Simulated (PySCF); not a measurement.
# Spinor energies of Cu (copper, neutral)

Start: [Ar] 3d9 4s1 4p1; 3d3/2 filled at m_j = -3/2, -1/2, +1/2, +3/2; 3d5/2 filled at m_j = -3/2, -1/2, +1/2, +3/2, +5/2; 4s1/2 filled at m_j = +1/2; 4p3/2 filled at m_j = +3/2. Calculated with PySCF 2.14 in x2c-TZVPall-2c: generalised Hartree-Fock with the X2C-1e Hamiltonian and a Gaussian nucleus; one run each with spin-orbit coupling (SO) switched off, then screened by Boettger's factors. This is a chosen level, not necessarily the ground level.

```json
{"spinor shell": "1s1/2", "electrons": "2", "ε, spin-free (eV)": "-9054.6", "ε, screened SO (eV)": "-9054.5", "weight of nominal j (screened SO)": "1.000", "rms radius, screened SO (bohr)": "0.0601"}
{"spinor shell": "2s1/2", "electrons": "2", "ε, spin-free (eV)": "-1141.4", "ε, screened SO (eV)": "-1141.3", "weight of nominal j (screened SO)": "1.000", "rms radius, screened SO (bohr)": "0.254"}
{"spinor shell": "2p1/2", "electrons": "2", "ε, spin-free (eV)": "-981.84", "ε, screened SO (eV)": "-996.20", "weight of nominal j (screened SO)": "0.999", "rms radius, screened SO (bohr)": "0.226"}
{"spinor shell": "2p3/2", "electrons": "4", "ε, spin-free (eV)": "-981.84", "ε, screened SO (eV)": "-974.85", "weight of nominal j (screened SO)": "1.000", "rms radius, screened SO (bohr)": "0.229"}
{"spinor shell": "3s1/2", "electrons": "2", "ε, spin-free (eV)": "-147.73", "ε, screened SO (eV)": "-147.73", "weight of nominal j (screened SO)": "1.000", "rms radius, screened SO (bohr)": "0.762"}
{"spinor shell": "3p1/2", "electrons": "2", "ε, spin-free (eV)": "-98.570", "ε, screened SO (eV)": "-101.58", "weight of nominal j (screened SO)": "0.950", "rms radius, screened SO (bohr)": "0.804"}
{"spinor shell": "3p3/2", "electrons": "4", "ε, spin-free (eV)": "-98.570", "ε, screened SO (eV)": "-97.105", "weight of nominal j (screened SO)": "0.975", "rms radius, screened SO (bohr)": "0.814"}
{"spinor shell": "3d3/2", "electrons": "4", "ε, spin-free (eV)": "-20.562", "ε, screened SO (eV)": "-21.211", "weight of nominal j (screened SO)": "0.818", "rms radius, screened SO (bohr)": "1.05"}
{"spinor shell": "3d5/2", "electrons": "5", "ε, spin-free (eV)": "-20.562", "ε, screened SO (eV)": "-20.080", "weight of nominal j (screened SO)": "0.854", "rms radius, screened SO (bohr)": "1.06"}
{"spinor shell": "4s1/2", "electrons": "1", "ε, spin-free (eV)": "-10.334", "ε, screened SO (eV)": "-10.338", "weight of nominal j (screened SO)": "0.998", "rms radius, screened SO (bohr)": "3.01"}
{"spinor shell": "4p3/2", "electrons": "1", "ε, spin-free (eV)": "-4.980", "ε, screened SO (eV)": "-4.954", "weight of nominal j (screened SO)": "1.000", "rms radius, screened SO (bohr)": "3.44"}
```

```csv
quantity,spin-free,screened SO
E (hartree),-1653.01466,-1653.05854
M_J,9/2,9/2
⟨J²⟩,24.770,24.770
⟨L²⟩,12.019,12.021
⟨S²⟩,3.751,3.753
```

Each row is a mean over spinors that exchange with the open shell spreads, by up to 7.548 eV (3p3/2).

Rows whose weight is well below 1 are mixtures of j = l ± 1/2: exchange outweighs spin-orbit coupling there, and the label is only the starting occupation.

Without spin-orbit coupling the j labels of p, d and f shells carry no meaning; the spin-free column gives the mean over the occupied spinors of each nl shell.
